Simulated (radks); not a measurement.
Spherical jellium clusters: N electrons in a uniform positive sphere of charge N and radius rs N^(1/3), rs = 5.5 bohr. Level of theory: non-relativistic Kohn-Sham, LDA (Slater exchange, Perdew-Wang correlation), spin-polarised, spherical densities (a radial shooting solver with Libxc functionals). Levels are named by radial order and angular momentum (1s, 1p, 1d, 2s, ...), and open shells are averaged over m. Each electron was tried in the lowest free levels, single moves between levels near the top were tried too, and the lowest total energy was kept; such a search can miss a lower state. Energies include the self-energy of the background; IP and EA are vertical (highest electron removed, lowest free level filled), at fixed background; spill-out counts the electrons outside the background radius R, and alpha is the static dipole polarisability from linear response (closed shells only). A dash means not computed or, for alpha, an open shell; in EA it means that no bound solution was reached, which is typical of self-interaction and does not show that the anion is unstable. Real open-shell clusters deform, which this model forbids.

N,open shells,2S,E/N (eV),E(N+1) + E(N-1) - 2E(N) (eV),IP (eV),EA (eV),-e(HOMO) (eV),spill-out (e),alpha/R^3
1,"1s(up 1, down 0)",1,-1.358,-,-,-,2.442,0.28,-
2,none,0,-1.630,0.640,4.108,-,2.481,0.42,1.411
3,"1p(up 1, down 0)",1,-1.507,-0.439,3.191,-,1.865,0.65,-
4,"1p(up 2, down 0)",2,-1.556,-0.278,3.514,-,2.199,0.78,-
5,"1p(up 3, down 0)",3,-1.640,0.238,3.679,-,2.405,0.87,-
6,"1p(up 3, down 1)",2,-1.657,-0.231,3.348,1.109,2.199,0.99,-
7,"1p(up 3, down 2)",1,-1.702,-0.162,3.519,1.309,2.386,1.08,-
8,none,0,-1.756,0.673,3.625,-,2.517,1.16,1.289
9,"1d(up 1, down 0)",1,-1.723,-0.169,2.903,-,1.884,1.29,-
10,"1d(up 2, down 0)",2,-1.714,-0.139,3.045,1.077,2.041,1.39,-
11,"1d(up 3, down 0)",3,-1.719,-0.116,3.154,1.216,2.166,1.48,-
12,"1d(up 4, down 0)",4,-1.733,-0.098,3.240,1.332,2.269,1.56,-
13,"1d(up 5, down 0)",5,-1.752,0.242,3.309,1.117,2.354,1.63,-
14,"1d(up 5, down 1)",4,-1.751,-0.109,3.040,1.246,2.130,1.71,-
15,"1d(up 5, down 2)",3,-1.758,-0.092,3.130,1.356,2.230,1.79,-
16,"1d(up 5, down 3)",2,-1.769,-0.079,3.203,1.450,2.314,1.87,-
17,"1d(up 5, down 4)",1,-1.784,-0.068,3.263,1.531,2.386,1.93,-
18,none,0,-1.801,0.145,3.313,1.412,2.448,2.00,1.222
19,"2s(up 1, down 0)",1,-1.808,0.179,3.151,1.272,2.298,2.12,-
20,none,0,-1.806,0.113,2.965,1.171,2.143,2.29,1.241
21,"1f(up 1, down 0)",1,-1.799,-0.073,2.857,1.253,2.046,2.36,-
22,"1f(up 2, down 0)",2,-1.795,-0.066,2.916,1.327,2.113,2.42,-
23,"1f(up 3, down 0)",3,-1.795,-0.060,2.968,1.394,2.173,2.47,-
24,"1f(up 4, down 0)",4,-1.797,-0.055,3.015,1.455,2.227,2.53,-
25,"1f(up 5, down 0)",5,-1.802,-0.050,3.056,1.511,2.276,2.58,-
26,"1f(up 6, down 0)",6,-1.808,-0.046,3.093,1.562,2.321,2.63,-
27,"1f(up 7, down 0)",7,-1.815,0.206,3.126,1.365,2.361,2.67,-
28,"1f(up 7, down 1)",6,-1.814,-0.054,2.909,1.428,2.162,2.73,-
29,"1f(up 7, down 2)",5,-1.815,-0.050,2.954,1.484,2.214,2.79,-
30,"1f(up 7, down 3)",4,-1.818,-0.045,2.995,1.537,2.260,2.85,-
31,"1f(up 7, down 4)",3,-1.822,-0.042,3.032,1.585,2.303,2.90,-
32,"1f(up 7, down 5)",2,-1.827,-0.039,3.066,1.629,2.342,2.95,-
33,"1f(up 7, down 6)",1,-1.834,-0.036,3.096,1.671,2.378,3.00,-
34,none,0,-1.840,0.239,3.124,1.447,2.412,3.05,1.178
35,"2p(up 1, down 0)",1,-1.840,-0.025,2.877,1.487,2.177,3.17,-
36,"2p(up 2, down 0)",2,-1.840,-0.018,2.903,1.520,2.206,3.29,-
37,"2p(up 3, down 0)",3,-1.841,0.162,2.921,1.362,2.228,3.41,-
38,"2p(up 3, down 0) 1g(up 1, down 0)",4,-1.837,-,2.760,1.406,2.079,3.45,-

All shells are closed at N = 2, 8, 18, 20, 34 (there: 1s2 1p6 1d10 2s2 1f14); the second difference of the energy has clear peaks (12 % above both neighbours; the first and last values, which can be the largest, are not judged, and half-filled shells can peak too) at N = 5, 8, 13, 19, 27, 34.
